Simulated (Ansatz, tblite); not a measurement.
Spin states of the cluster HgI2⁺ (the lowest doublet isomer of a short search), each relaxed with PBE0-D4/def2-TZVP in Ansatz. Electronic energies in the gas phase.

In the def2 sets Hg, I take a core potential; there is no spin–orbit coupling. The xTB rows come from tblite. Correlated methods freeze 8 core orbitals; core or outer-core shells of Hg, I are correlated, in sets that lack core-valence functions. The rows differ in basis, and correlated rows in double-zeta sets carry the largest basis error. In CCSD on the charge 1 doublet the largest single amplitude is 0.26, so its Hartree–Fock determinant may place the open shell otherwise than the density functionals do. HOMO above LUMO, or a gap near zero within one spin, warns that the state may not be the lowest or that an electron is smeared out. The structure comes from a short search, and lower isomers may exist.

Doublet geometry (D∞h within 0.1 Å):

```xyz
3

Hg    0.000    0.000    0.000
I     0.290   -2.350    1.014
I    -0.290    2.350   -1.014
```

Quartet geometry (D∞h within 0.1 Å):

```csv
atom,x (Å),y (Å),z (Å)
Hg1,0.000,0.000,0.000
I2,-0.255,-3.051,0.180
I3,0.255,3.051,-0.180
```

Run but left out: LDA (SPW92)/def2-TZVP (doublet: an occupied level 0.12 eV above an empty one).

Only these spin states were relaxed.

Estimate which spin state lies lowest at each of these levels, and by how much: GFN2-xTB; HF/def2-SVP; HF/def2-TZVP; PBE-D4/def2-TZVP; r2SCAN-D4/def2-TZVP; PBE0-D4/def2-TZVP; B2PLYP/def2-TZVP; RPA@PBE/def2-TZVP; MP2/def2-SVP; MP2/def2-TZVP; CCSD/def2-SVP; CCSD(T)/def2-SVP.


| level | quartet − doublet (kcal/mol) | lowest of these | remarks |
| --- | --- | --- | --- |
| GFN2-xTB | 54.3 | doublet | – |
| HF/def2-SVP | 12.6 | doublet | – |
| HF/def2-TZVP | 19.4 | doublet | – |
| PBE-D4/def2-TZVP | 49.7 | doublet | gap within one spin near zero (doublet) |
| r2SCAN-D4/def2-TZVP | 47.8 | doublet | – |
| PBE0-D4/def2-TZVP | 44.6 | doublet | – |
| B2PLYP/def2-TZVP | 40.0 | doublet | – |
| RPA@PBE/def2-TZVP | 46.2 | doublet | – |
| MP2/def2-SVP | 30.0 | doublet | – |
| MP2/def2-TZVP | 40.9 | doublet | – |
| CCSD/def2-SVP | 26.1 | doublet | – |
| CCSD(T)/def2-SVP | 29.0 | doublet | – |

Change of the quartet − doublet gap on mixing in exact exchange, in kcal/mol: PBE to PBE0 (25 % exact exchange) -5.1. The xTB methods have no spin-polarisation term.

```tsv
state	donor atoms	mean metal–ligand distance (Å)	range (Å)	Mulliken spin on the metal (PBE0)
doublet	2	2.576	2.58–2.58	-0.03
quartet	2	3.067	3.07–3.07	0.49
```

⟨S²⟩ at PBE0-D4/def2-TZVP: doublet 0.76 (pure 0.75), quartet 3.76 (pure 3.75). The unpaired electrons of the doublet sit mostly on the ligands. The unpaired electrons of the quartet sit mostly on the ligands.
